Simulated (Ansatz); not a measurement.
C3HGeN3, SMILES `N#[C][GeH]([C]#N)[C]#N`, relaxed with RKS PBE-D4/def2-SVP in Ansatz from a rough embedded geometry. The force threshold is 0.03 eV/Å; the program also tests the step.

The species carries charge 0 and has multiplicity 1.

Start:

```xyz
8

N     2.273   -1.617    1.044
C     1.271   -1.051    0.680
Ge   -0.360   -0.203    0.120
C    -0.273   -0.058   -1.801
N    -0.300    0.131   -2.916
C    -0.498    1.470    0.939
N    -0.589    2.475    1.454
H    -1.524   -1.147    0.478
```

```tsv
step	energy (eV)	largest force (eV/Å)	largest move (Å)
1	-64082.8057	4.899	0.000
2	-64083.1153	0.717	0.069
3	-64083.1233	0.165	0.010
4	-64083.1266	0.022	0.036
```

End:

```xyz
8

N     2.277   -1.583    1.044
C     1.285   -1.074    0.684
Ge   -0.368   -0.279    0.118
C    -0.292   -0.011   -1.780
N    -0.275    0.146   -2.942
C    -0.486    1.454    0.931
N    -0.580    2.507    1.439
H    -1.561   -1.160    0.506
```

Run time 5.5 s (4 threads of an Arm Neoverse V2 on a shared host); peak host memory 0.18 GiB.
